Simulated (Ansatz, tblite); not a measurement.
Cost and result up the ladder for InH₂Br (4 atoms). Charge 0, multiplicity 1. Geometry: r2SCAN-D4/def2-TZVP.

```csv
atom,x (Å),y (Å),z (Å)
In1,-0.016,0.255,-0.151
H2,-0.195,1.607,0.867
H3,0.094,0.020,-1.834
Br4,0.117,-1.881,1.118
```

Ansatz on 4 threads of Arm Neoverse V2 on a shared host; xTB runs through tblite on one thread. Times are rough, summed over both states, and most runs start from the orbitals of an earlier one. CCSD(T)/def2-TZVPP serves as the yardstick here, not as an exact answer. The other state is a doublet.

In the def2 sets In takes a core potential; there is no spin–orbit coupling. The xTB rows come from tblite. Correlated methods freeze 13 core orbitals; core or outer-core shells of In, Br are correlated, in sets that lack core-valence functions. In CCSD on the charge 1 doublet the largest single amplitude is 0.15, so its Hartree–Fock determinant may place the open shell otherwise than the density functionals do.

Correlated methods converge slowly with the basis.

Raw xTB energies of ions are shifted by several eV.

```
                         level  functions  wall time  vertical IE (eV)  difference from CCSD(T)/def2-TZVPP (eV)
                      GFN1-xTB         22    0.004 s             14.41                                     4.26
                      GFN2-xTB         20    0.005 s             14.86                                     4.71
PBE-D4/def2-TZVP (with forces)        110      1.9 s              9.78                                    -0.37
             PBE0-D4/def2-TZVP        110      3.6 s             10.04                                    -0.11
           r2SCAN-D4/def2-TZVP        110        4 s              9.95                                    -0.19
            CCSD(T)/def2-TZVPP        126       39 s             10.15                                     0.00
```
